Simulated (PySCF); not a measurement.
Isomers of C5H9FO. Method: PBE0-D3(BJ)/def2-SVP geometry optimisation, gas phase in PySCF. One conformer each; no zero-point energy, no entropy. No frequencies were run at this level. Point groups hold within 0.08 Å.

**Question.** Order them by energy at this level, lowest first, and give relative energies in kcal/mol.
A. `[F:1][C@H:2]1[CH2:3][CH2:4][CH2:5][CH2:6][O:7]1` with F1–C2–C3–C4 69°, C2–C3–C4–C5 52°, C3–C4–C5–C6 -53°, C4–C5–C6–O7 55°
B. `[CH2:1]=[CH:2][CH2:3][O:4][C@@H:5]([CH3:6])[F:7]` with C1–C2–C3–O4 130°, C2–C3–O4–C5 171°, C3–O4–C5–C6 173°

**Answer.** A (0.0), B (27.6).

As drawn, the higher has a C=C bond outside aromatic rings, which the lower lacks.

```csv
SMILES,E (Eh),E rel (kcal/mol),dipole (D),point group,"A, B, C (MHz)"
F[C@H]1CCCCO1,-370.35068,0.0,1.92,C1,"3794, 2808, 2103"
C=CCO[C@@H](C)F,-370.30663,27.6,1.34,C1,"7199, 1191, 1092"
```
